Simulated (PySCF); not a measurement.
# C₆ coefficients of unlike pairs at UHF

Calculated with PySCF 2.14 from the dipole response of each species, C₆(A,B) = (3/π) ∫ α_A(iu) α_B(iu) du, in atomic units, from isotropic polarisabilities. For ions this is the dispersion term alone; charge-induced terms of lower order in 1/R come first.

| species | configuration | basis | relativity | α (bohr³) | C₆ (like pair) |
| --- | --- | --- | --- | --- | --- |
| Ti³⁺ | [Ar] 3d1 (2D) | aug-cc-pVQZ-DK (9s8p6d4f3g2h) | spin-free X2C | 2.191 | 5.659 |
| Ca²⁺ | [Ar] (1S) | aug-cc-pVQZ-X2C (8s7p5d3f2g) | spin-free X2C | 3.157 | 9.906 |
| Al | [Ne] 3s2 3p1 (2P) | aug-cc-pCVQZ-DK (10s9p7d5f3g) | spin-free X2C | 61.31 | 554.3 |
| Ni⁺ | [Ar] 3d9 (2D) | aug-cc-pVDZ-DK (7s6p4d2f) | spin-free X2C | 5.654 | 17.99 |

(1) Estimate C₆ for Ni⁺ with Al.

No spin-orbit coupling is included.

The other pairs:

| pair | C₆ |
| --- | --- |
| Ca²⁺, Ti³⁺ | 7.428 |
| Al, Ti³⁺ | 36.61 |
| Ni⁺, Ti³⁺ | 9.840 |
| Al, Ca²⁺ | 51.86 |
| Ni⁺, Ca²⁺ | 13.15 |

## Answers

(1) The integral gives 79.72. The combination rule 2 C_A C_B / (C_A α_B/α_A + C_B α_A/α_B) gives 81.01 and the geometric mean 99.85.
